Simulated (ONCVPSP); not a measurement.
# Pseudopotential generation for Bi: ONCV, LDA (Perdew-Wang 92), fully relativistic.

ONCVPSP 4.0.1 was run on this input:

```
# ATOM AND REFERENCE CONFIGURATION
# atsym  z   nc   nv     iexc    psfile
  Bi 83.00   12    3  -001012      upf
#
#   n    l    f
    1    0    2.00
    2    0    2.00
    2    1    6.00
    3    0    2.00
    3    1    6.00
    3    2   10.00
    4    0    2.00
    4    1    6.00
    4    2   10.00
    4    3   14.00
    5    0    2.00
    5    1    6.00
    5    2   10.00
    6    0    1.50
    6    1    3.50
#
# PSEUDOPOTENTIAL AND OPTIMIZATION
# lmax
    3
#
#   l,   rc,      ep,       ncon, nbas, qcut
    0    1.85    0.00    5    9    2.80
    1    2.45    0.00    4    7    3.40
    2    1.85    0.00    4    8    8.20
    3    2.70    0.14    4    7    4.40
#
# LOCAL POTENTIAL
# lloc, lpopt,  rc(5),   dvloc0
    4    2    1.20   -1.00
#
# VANDERBILT-KLEINMAN-BYLANDER PROJECTORs
# l, nproj, debl
    0    1    3.60
    1    2    0.80
    2    2    3.50
    3    1    2.00
#
# MODEL CORE CHARGE
# icmod, fcfact, rcfact
    3    5.75    1.00
#
# LOG DERIVATIVE ANALYSIS
# epsh1, epsh2, depsh
   -3.00    5.00    0.02
#
# OUTPUT GRID
# rlmax, drl
    6.00    0.01
#
# TEST CONFIGURATIONS
# ncnf
    4
# nvcnf
#   n    l    f
    3
    5    2   10.00
    6    0    2.00
    6    1    3.00
#
    3
    5    2   10.00
    6    0    2.00
    6    1    2.00
#
    3
    5    2   10.00
    6    0    2.00
    6    1    1.00
#
    3
    5    2   10.00
    6    0    1.00
    6    1    4.00
#
```

Command:

```bash
oncvpspr.x < Bi.dat > Bi.out
```

The program printed (shortened: citation, most of the input echo, consistency checks and plot data are left out):

```
ONCVPSP  (Optimized Norm-Conservinng Vanderbilt PSeudopotential)
relativistic version 4.0.1

#   n    l    f        energy (Ha)
    1    0    2.00    -3.3240806D+03
    2    0    2.00    -5.9677879D+02
    2    1    6.00    -4.8829743D+02    -5.7347335D+02
    3    0    2.00    -1.4404191D+02
    3    1    6.00    -1.1443456D+02    -1.3350219D+02
    3    2   10.00    -9.3087118D+01    -9.7131709D+01
    4    0    2.00    -3.3051392D+01
    4    1    6.00    -2.3763444D+01    -2.8472029D+01
    4    2   10.00    -1.5429239D+01    -1.6307942D+01
    4    3   14.00    -5.5404252D+00    -5.7423501D+00
    5    0    2.00    -5.8176017D+00
    5    1    6.00    -3.3088880D+00    -4.2242948D+00
    5    2   10.00    -9.7898694D-01    -1.0902458D+00
    6    0    1.50    -5.5835359D-01
    6    1    3.50    -1.6768636D-01    -2.4300616D-01

Reference configufation results
  iterations    22
  all-electron total energy (Ha)   -2.15697472D+04

Begin loop to  construct optimized pseudo wave functions
and semi-local pseudopoentials for all angular momenta

Calculating optimized projector #   1

 for l=   0

    Fraction of norm inside rc  0.368822
    Optimizing pswf for qcut=   2.79 a_B^-1,  ecut=   3.90 Ha
    Residual kinetic energy error=  2.56D-02 Ha

    Energy error per electron        Cutoff
         Ha          eV             Ha
         0.01000     0.27211        5.34
         0.00100     0.02721       21.95
         0.00010     0.00272       45.10
         0.00001     0.00027       52.73

   Wellstate for l =  1  n =  7 kap= -2
     eigenvalue =   0.6323
     asymptotic potential =   1.1323
     half-point radius =  4.7776

Calculating optimized projector #   1

 for l=   1

    Fraction of norm inside rc  0.317597
    Optimizing pswf for qcut=   3.40 a_B^-1,  ecut=   5.78 Ha
    Residual kinetic energy error=  5.45D-04 Ha

    Energy error per electron        Cutoff
         Ha          eV             Ha
         0.01000     0.27211        1.93
         0.00100     0.02721        5.25
         0.00010     0.00272       14.88
         0.00001     0.00027       22.63

Calculating optimized projector #   2

 for l=   1

    Fraction of norm inside rc  0.233298
    Optimizing pswf for qcut=   3.40 a_B^-1,  ecut=   5.78 Ha
    Residual kinetic energy error=  1.32D-03 Ha

    Energy error per electron        Cutoff
         Ha          eV             Ha
         0.01000     0.27211        3.82
         0.00100     0.02721        6.08
         0.00010     0.00272       25.98
         0.00001     0.00027       34.02

   Wellstate for l =  1  n =  7 kap=  1
     eigenvalue =   0.5570

Calculating optimized projector #   1

 for l=   1

    Fraction of norm inside rc  0.465165
    Optimizing pswf for qcut=   3.40 a_B^-1,  ecut=   5.78 Ha
    Residual kinetic energy error=  1.16D-03 Ha

    Energy error per electron        Cutoff
         Ha          eV             Ha
         0.01000     0.27211        1.87
         0.00100     0.02721        6.00
         0.00010     0.00272       20.83
         0.00001     0.00027       25.34

Calculating optimized projector #   2

 for l=   1

    Fraction of norm inside rc  0.224177
    Optimizing pswf for qcut=   3.40 a_B^-1,  ecut=   5.78 Ha
    Residual kinetic energy error=  2.10D-03 Ha

    Energy error per electron        Cutoff
         Ha          eV             Ha
         0.01000     0.27211        3.53
         0.00100     0.02721        6.77
         0.00010     0.00272       14.77
         0.00001     0.00027       24.44

   Wellstate for l =  2  n =  7 kap= -3
     eigenvalue =   2.5210
     asymptotic potential =   3.0210
     half-point radius =  3.2620

Calculating optimized projector #   1

 for l=   2

    Fraction of norm inside rc  0.892187
    Optimizing pswf for qcut=   8.20 a_B^-1,  ecut=  33.61 Ha
    Residual kinetic energy error=  1.23D-06 Ha

    Energy error per electron        Cutoff
         Ha          eV             Ha
         0.01000     0.27211       19.82
         0.00100     0.02721       24.48
         0.00010     0.00272       28.13
         0.00001     0.00027       30.91

Calculating optimized projector #   2

 for l=   2

    Fraction of norm inside rc  0.162448
    Optimizing pswf for qcut=   8.20 a_B^-1,  ecut=  33.61 Ha
    Residual kinetic energy error=  3.54D-06 Ha

    Energy error per electron        Cutoff
         Ha          eV             Ha
         0.01000     0.27211       19.89
         0.00100     0.02721       24.81
         0.00010     0.00272       28.77
         0.00001     0.00027       32.20

   Wellstate for l =  2  n =  7 kap=  2
     eigenvalue =   2.4098

Calculating optimized projector #   1

 for l=   2

    Fraction of norm inside rc  0.910505
    Optimizing pswf for qcut=   8.20 a_B^-1,  ecut=  33.61 Ha
    Residual kinetic energy error=  1.82D-06 Ha

    Energy error per electron        Cutoff
         Ha          eV             Ha
         0.01000     0.27211       20.49
         0.00100     0.02721       24.98
         0.00010     0.00272       28.55
         0.00001     0.00027       31.37

Calculating optimized projector #   2

 for l=   2

    Fraction of norm inside rc  0.172412
    Optimizing pswf for qcut=   8.20 a_B^-1,  ecut=  33.61 Ha
    Residual kinetic energy error=  6.32D-06 Ha

    Energy error per electron        Cutoff
         Ha          eV             Ha
         0.01000     0.27211       20.62
         0.00100     0.02721       25.50
         0.00010     0.00272       29.44
         0.00001     0.00027       33.46

   Wellstate for l =  3  n =  5 kap= -4
     eigenvalue =   0.1400
     asymptotic potential =   0.6400
     half-point radius = 16.7925

Calculating optimized projector #   1

 for l=   3

    Fraction of norm inside rc  0.005142
    Optimizing pswf for qcut=   4.40 a_B^-1,  ecut=   9.70 Ha
    Residual kinetic energy error=  4.06D-06 Ha

    Energy error per electron        Cutoff
         Ha          eV             Ha
         0.01000     0.27211        0.49
         0.00100     0.02721        2.83
         0.00010     0.00272        6.28
         0.00001     0.00027        8.80

   Wellstate for l =  3  n =  5 kap=  3
     eigenvalue =   0.1400

Calculating optimized projector #   1

 for l=   3

    Fraction of norm inside rc  0.005195
    Optimizing pswf for qcut=   4.40 a_B^-1,  ecut=   9.70 Ha
    Residual kinetic energy error=  4.33D-06 Ha

    Energy error per electron        Cutoff
         Ha          eV             Ha
         0.01000     0.27211        0.50
         0.00100     0.02721        2.89
         0.00010     0.00272        6.34
         0.00001     0.00027        8.87

Construct Vanderbilt / Kleinmman-Bylander projectors

B matrix Hermiticity error, ll=  1  kap= -2
   1   2    4.9043D-05

  Orthonormal projector coefficients  5.3861E+00  5.8263E-01

B matrix Hermiticity error, ll=  1  kap=  1
   1   2    5.9146D-05

  Orthonormal projector coefficients  6.0500E+00  7.1011E-01

B matrix Hermiticity error, ll=  2  kap= -3
   1   2   -5.6486D-04

  Orthonormal projector coefficients  1.6607E+00 -8.3671E-01

B matrix Hermiticity error, ll=  2  kap=  2
   1   2   -6.0278D-04

  Orthonormal projector coefficients -1.2433E+01 -3.2351E-01

 Orthonormal scalar projector coefficients, l =  1
  5.5291E+00  5.7959E-01  1.2173E-01  2.1026E-03

 Orthonormal spin-orbit projector coefficients, l =  1
 -1.2787E+00  6.0082E-01  1.7477E-01 -2.4434E-02

 Orthonormal scalar projector coefficients, l =  2
 -4.4564E+00 -3.6900E-01  2.3446E-01 -1.7054E-02

 Orthonormal spin-orbit projector coefficients, l =  2
  5.4059E+00 -1.3807E-01  1.3525E-01  2.8948E-02

 Orthonormal scalar projector coefficients, l =  3
 -7.7309E+00 -6.6333E-04

 Orthonormal spin-orbit projector coefficients, l =  3
 -2.6284E-01  6.5034E-03

Model core correction analysis
  based on d2Exc/dn_idn_j

d2excae - all-electron derivatives

   -1.578753D-02   -6.987587D-03   -3.218930D-03
   -6.987488D-03   -1.556659D-02   -1.187148D-02
   -3.218892D-03   -1.187141D-02   -1.373097D-02

d2excps - pseudofunction derivatives with no core correction

   -3.130139D-02   -1.151284D-02   -5.085341D-03
   -1.151265D-02   -2.138399D-02   -1.625565D-02
   -5.085276D-03   -1.625535D-02   -1.882524D-02

rms 2nd derivative error    6.556041E-03

rmatch, rhocmatch    1.0224   10.2921

Teter function model core charge with specified parameters

d2excps - pseudofunction derivatives with core correction

   -2.689983D-02   -1.115841D-02   -4.982442D-03
   -1.115817D-02   -2.134430D-02   -1.624373D-02
   -4.982365D-03   -1.624343D-02   -1.882137D-02

rms 2nd derivative error    5.395662E-03

Pseudoatom total energy  -70.680132

Diagnostic tests using Vanderbilt-Kleinman-Bylander pseudopotentials
  relativistic with J = L +/- 1/2 projectors

   l  kap   rcore       rmatch      e in        delta e    norm test   slope test

   0  -1   1.8596241   1.9160863  -0.5583536  -0.0000030   1.0000001   1.0000577

   1  -2   2.4633735   2.5381669  -0.1676864  -0.0000009   1.0000210   1.0002354
   1   1   2.4633735   2.5381669  -0.2430062   0.0000005   1.0000356   1.0000332
   1  -2   2.4633735   2.5381669   0.6323136  -0.0000027   1.0004607   1.0004607
   1   1   2.4633735   2.5381669   0.5585759  -0.0000002   1.0001799   1.0001799

   2  -3   1.8596241   1.9160863  -0.9789869  -0.0000009   1.0000921   1.0001134
   2   2   1.8596241   1.9160863  -1.0902458  -0.0003747   1.0020861   1.0018729
   2  -3   1.8596241   1.9160863   2.5210131   0.0000285   1.0002987   1.0002987
   2   2   1.8596241   1.9160863   2.4917696  -0.0003434   0.9976431   0.9976431

   3  -4   2.7108030   2.7931089   0.1400000   0.0000024   1.0000010   1.0000010
   3   3   2.7108030   2.7931089   0.1399886   0.0000039   1.0000019   1.0000019

Diagnostic tests using Vanderbilt-Kleinman-Bylander pseudopotentials
  relativistic with scalar and spin-orbit non-local projectors

   l  kap   rcore       rmatch      e in        delta e    norm test   slope test

   0  -1   1.8596241   1.9160863  -0.5583536  -0.0000030   1.0000001   1.0000577

   1  -2   2.4633735   2.5381669  -0.1676864  -0.0000262   0.9999854   0.9910294
   1   1   2.4633735   2.5381669  -0.2430062  -0.0000355   1.0000211   0.9996315
   1  -2   2.4633735   2.5381669   0.6323136  -0.0000797   1.0003716   1.0003716
   1   1   2.4633735   2.5381669   0.5585759  -0.0000687   1.0001622   1.0001622

   2  -3   1.8596241   1.9160863  -0.9789869  -0.0000009   1.0000921   1.0001134
   2   2   1.8596241   1.9160863  -1.0902458  -0.0003747   1.0020861   1.0018729
   2  -3   1.8596241   1.9160863   2.5210131   0.0000285   1.0002987   1.0002987
   2   2   1.8596241   1.9160863   2.4917696  -0.0003434   0.9976431   0.9976431

   3  -4   2.7108030   2.7931089   0.1400000   0.0000540   0.9999480   0.9999480
   3   3   2.7108030   2.7931089   0.1399886   0.0000566   0.9999460   0.9999460

Ghost test for J = L + 1/2

 Testing for bound ghosts
   n   l    E NL Schr. Eq   E Basis Diag.   E Cutoff

       0                       -3.544458     75.36  WARNING - GHOST(-)
   1   0       -0.558357       -0.556253     75.36

   2   1       -0.167687       -0.163887     36.48

   3   2       -0.978988       -0.978972    100.10

       3                       -1.759714     28.85  WARNING - GHOST(-)

 Testing for highly-localized positive-energy ghosts
       l    <radius>/rc     E Basis Diag.   E Cutoff

       1        0.279005        0.730519     36.48  WARNING - GHOST(+)

Ghost test for J = L - 1/2

 Testing for bound ghosts
   n   l    E NL Schr. Eq   E Basis Diag.   E Cutoff

       0                       -3.544458     75.36  WARNING - GHOST(-)
   1   0       -0.558357       -0.556253     75.36

   2   1       -0.243006       -0.241719     36.48

   3   2       -1.090621       -1.090612    100.10

       3                       -0.897734     28.85  WARNING - GHOST(-)

 Testing for highly-localized positive-energy ghosts
       l    <radius>/rc     E Basis Diag.   E Cutoff

       1        0.371015        1.777657     36.48  WARNING - GHOST(+)

       2        0.748075        4.971374    100.10  WARNING - GHOST(+)

Test configuration 0

   n   l kap    f        eae           eps        diff
   1   0  -1  2.0000-3324.08063248
   2   0  -1  2.0000 -596.77879388
   2   1  -2  4.0000 -488.29742994
   2   1   1  2.0000 -573.47334780
   3   0  -1  2.0000 -144.04190811
   3   1  -2  4.0000 -114.43456136
   3   1   1  2.0000 -133.50218824
   3   2  -3  6.0000  -93.08711823
   3   2   2  4.0000  -97.13170892
   4   0  -1  2.0000  -33.05139153
   4   1  -2  4.0000  -23.76344390
   4   1   1  2.0000  -28.47202943
   4   2  -3  6.0000  -15.42923886
   4   2   2  4.0000  -16.30794199
   4   3  -4  8.0000   -5.54042519
   4   3   3  6.0000   -5.74235009
   5   0  -1  2.0000   -5.81760171
   5   1  -2  4.0000   -3.30888797
   5   1   1  2.0000   -4.22429481
   5   2  -3  6.0000   -0.97898694   -0.97898785   -9.15E-07
   5   2   2  4.0000   -1.09024578   -1.09062052   -3.75E-04
   6   0  -1  1.5000   -0.55835359   -0.55835663   -3.03E-06
   6   1  -2  2.3333   -0.16768636   -0.16768731   -9.48E-07
   6   1   1  1.1667   -0.24300616   -0.24300564    5.15E-07

    Total energies and differences
      AE_ref= -2.15697472E+04  AE_tst= -2.15697472E+04  dif=  0.00E+00
      PS_ref= -7.06801325E+01  PS_tst= -7.06801325E+01  dif= -2.84E-14
      PSP excitation error=  2.84E-14

Test configuration 1

   n   l kap    f        eae           eps        diff
   1   0  -1  2.0000-3324.04798145
   2   0  -1  2.0000 -596.74693447
   2   1  -2  4.0000 -488.26563491
   2   1   1  2.0000 -573.44151830
   3   0  -1  2.0000 -144.00985695
   3   1  -2  4.0000 -114.40251947
   3   1   1  2.0000 -133.47015793
   3   2  -3  6.0000  -93.05512682
   3   2   2  4.0000  -97.09972696
   4   0  -1  2.0000  -33.01928924
   4   1  -2  4.0000  -23.73136614
   4   1   1  2.0000  -28.43993648
   4   2  -3  6.0000  -15.39719225
   4   2   2  4.0000  -16.27588866
   4   3  -4  8.0000   -5.50839508
   4   3   3  6.0000   -5.71031594
   5   0  -1  2.0000   -5.78595224
   5   1  -2  4.0000   -3.27761331
   5   1   1  2.0000   -4.19276387
   5   2  -3  6.0000   -0.94977834   -0.94951437    2.64E-04
   5   2   2  4.0000   -1.06066093   -1.06073188   -7.10E-05
   6   0  -1  2.0000   -0.53925455   -0.53929135   -3.68E-05
   6   1  -2  2.0000   -0.15636214   -0.15641885   -5.67E-05
   6   1   1  1.0000   -0.22870422   -0.22868051    2.37E-05

    Total energies and differences
      AE_ref= -2.15697472E+04  AE_tst= -2.15699283E+04  dif= -1.81E-01
      PS_ref= -7.06801325E+01  PS_tst= -7.08612313E+01  dif= -1.81E-01
      PSP excitation error=  2.06E-06

Test configuration 2

   n   l kap    f        eae           eps        diff
   1   0  -1  2.0000-3324.35272369
   2   0  -1  2.0000 -597.05049976
   2   1  -2  4.0000 -488.56925526
   2   1   1  2.0000 -573.74528821
   3   0  -1  2.0000 -144.31313576
   3   1  -2  4.0000 -114.70579916
   3   1   1  2.0000 -133.77346777
   3   2  -3  6.0000  -93.35836682
   3   2   2  4.0000  -97.40297396
   4   0  -1  2.0000  -33.32240396
   4   1  -2  4.0000  -24.03445311
   4   1   1  2.0000  -28.74305297
   4   2  -3  6.0000  -15.70024402
   4   2   2  4.0000  -16.57895159
   4   3  -4  8.0000   -5.81140771
   4   3   3  6.0000   -6.01333482
   5   0  -1  2.0000   -6.08848151
   5   1  -2  4.0000   -3.57996303
   5   1   1  2.0000   -4.49524004
   5   2  -3  6.0000   -1.25036705   -1.24913079    1.24E-03
   5   2   2  4.0000   -1.36164445   -1.36067056    9.74E-04
   6   0  -1  2.0000   -0.82241210   -0.82236839    4.37E-05
   6   1  -2  1.3333   -0.40734684   -0.40742879   -8.20E-05
   6   1   1  0.6667   -0.49399284   -0.49397072    2.21E-05

    Total energies and differences
      AE_ref= -2.15697472E+04  AE_tst= -2.15696233E+04  dif=  1.24E-01
      PS_ref= -7.06801325E+01  PS_tst= -7.05561913E+01  dif=  1.24E-01
      PSP excitation error= -3.85E-05

Test configuration 3

   n   l kap    f        eae           eps        diff
   1   0  -1  2.0000-3324.70715778
   2   0  -1  2.0000 -597.40277274
   2   1  -2  4.0000 -488.92162814
   2   1   1  2.0000 -574.09793843
   3   0  -1  2.0000 -144.66478915
   3   1  -2  4.0000 -115.05744928
   3   1   1  2.0000 -134.12518403
   3   2  -3  6.0000  -93.70996070
   3   2   2  4.0000  -97.75458465
   4   0  -1  2.0000  -33.67364898
   4   1  -2  4.0000  -24.38562571
   4   1   1  2.0000  -29.09430011
   4   2  -3  6.0000  -16.05134153
   4   2   2  4.0000  -16.93007668
   4   3  -4  8.0000   -6.16241146
   4   3   3  6.0000   -6.36435440
   5   0  -1  2.0000   -6.43822469
   5   1  -2  4.0000   -3.92913273
   5   1   1  2.0000   -4.84479627
   5   2  -3  6.0000   -1.59613237   -1.59311090    3.02E-03
   5   2   2  4.0000   -1.70810902   -1.70522120    2.89E-03
   6   0  -1  2.0000   -1.14170450   -1.14144876    2.56E-04
   6   1  -2  0.6667   -0.69118181   -0.69122924   -4.74E-05
   6   1   1  0.3333   -0.79308389   -0.79301729    6.66E-05

    Total energies and differences
      AE_ref= -2.15697472E+04  AE_tst= -2.15690449E+04  dif=  7.02E-01
      PS_ref= -7.06801325E+01  PS_tst= -6.99777359E+01  dif=  7.02E-01
      PSP excitation error= -7.36E-05

Test configuration 4

   n   l kap    f        eae           eps        diff
   1   0  -1  2.0000-3324.11241065
   2   0  -1  2.0000 -596.80978461
   2   1  -2  4.0000 -488.32835266
   2   1   1  2.0000 -573.50430237
   3   0  -1  2.0000 -144.07309931
   3   1  -2  4.0000 -114.46574277
   3   1   1  2.0000 -133.53335741
   3   2  -3  6.0000  -93.11824943
   3   2   2  4.0000  -97.16283037
   4   0  -1  2.0000  -33.08263567
   4   1  -2  4.0000  -23.79466273
   4   1   1  2.0000  -28.50326388
   4   2  -3  6.0000  -15.46042614
   4   2   2  4.0000  -16.33913616
   4   3  -4  8.0000   -5.57159536
   4   3   3  6.0000   -5.77352444
   5   0  -1  2.0000   -5.84837310
   5   1  -2  4.0000   -3.33926528
   5   1   1  2.0000   -4.25494058
   5   2  -3  6.0000   -1.00728535   -1.00758472   -2.99E-04
   5   2   2  4.0000   -1.11891897   -1.11963305   -7.14E-04
   6   0  -1  1.0000   -0.57666751   -0.57664397    2.35E-05
   6   1  -2  2.6667   -0.17853211   -0.17847517    5.69E-05
   6   1   1  1.3333   -0.25672673   -0.25675719   -3.05E-05

    Total energies and differences
      AE_ref= -2.15697472E+04  AE_tst= -2.15695628E+04  dif=  1.84E-01
      PS_ref= -7.06801325E+01  PS_tst= -7.04957126E+01  dif=  1.84E-01
      PSP excitation error= -1.47E-06
```

Note: ghosts flagged at negative energy: s at -96.4 eV, f7/2 at -47.9 eV, f5/2 at -24.4 eV; GHOST(+) flagged for p3/2 at 19.9 eV, p1/2 at 48.4 eV, d3/2 at 135.3 eV. A true bound ghost makes a file unfit for plane-wave use.

The run took about 7 s on one core of a shared server CPU.
